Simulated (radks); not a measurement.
Values are calculated unless marked as measured or tabulated.
Question: These are the eigenvalues of the occupied orbitals of an atom or ion with whole-number occupations (eV). Code: a radial shooting solver on a logarithmic mesh with Libxc functionals. Model: Dirac Kohn-Sham, PBEsol, spin-unpolarised, spherical densities, point nucleus.

1s1/2: -38708.20
2s1/2: -6164.454
2p1/2: -5814.719
2p3/2: -5401.826
3s1/2: -1321.685
3p1/2: -1174.216
3p3/2: -1093.734
3d3/2: -835.3040
3d5/2: -818.0711
4s1/2: -270.9605
4p1/2: -216.8089
4p3/2: -199.7745
4d3/2: -111.1321
4d5/2: -108.2009
5s1/2: -48.1170
5p1/2: -33.8200
5p3/2: -31.4496
4f5/2: -11.9581

Which element is it, and in what charge state? The configuration may be excited. Open shells, if any, fill j = l - 1/2 first.

Answer: Z = 57, lanthanum, charge +2: La2+ in [Xe] 4f1. The list shows which subshells hold electrons but not how many an open one holds; the 1s level, -1422.5 hartree, gives Z - s = 53.3 by -(Z - s)^2/2, which with screening and relativity narrows Z to a few neighbours, and the depths of the outer levels then fix element, charge and occupations together.
